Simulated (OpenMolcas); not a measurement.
Dy2+ among 7 point charges of -1 e arranged as a pentagonal bipyramid (D5h). The axial distance is 1.11 times the equatorial one, R.

```
Program             : OpenMolcas
Method              : CASSCF
Basis               : ANO-RCC-VDZP [7s6p4d2f1g]
Scalar Hamiltonian  : DKH2, point nucleus
Active space        : 10 electrons in 7 orbitals (4f)
State averaging     : 2S+1 = 5 even, 35 roots (33 in the spin-orbit step); 2S+1 = 3 even, 106 roots kept (CI in the orbitals of an earlier block); 2S+1 = 1 even, 37 roots kept (CI in the orbitals of an earlier block, 31 in the spin-orbit step)
Spin-orbit coupling : state interaction with AMFI integrals over the reference wave functions
```

All point charges move together. At R = 2.55 Å the width of the lowest J multiplet is 297 cm-1, and at R = 2.81 Å it is 222 cm-1.

Problem. A third run gives 190 cm-1. What distance was it run at?

Solution. With a power law R^-n the two known points give n = -ln(222 / 297) / ln(2.81 / 2.55) = 3.00. Then R = 2.55 × (297 / 190)^(1/3.00) = 2.959 Å. The run was at 2.96 Å, so the estimate is off by -0.001 Å.

High states are left out of the spin-orbit mixing, which shifts the levels that they would mix with. Point charges carry no covalency, so the field is a model and not that of real ligands. An unlabelled pair can be two single states that coincide in this model. A group larger than the point group allows holds several states that coincide in this model. No measured value stands beside these numbers.
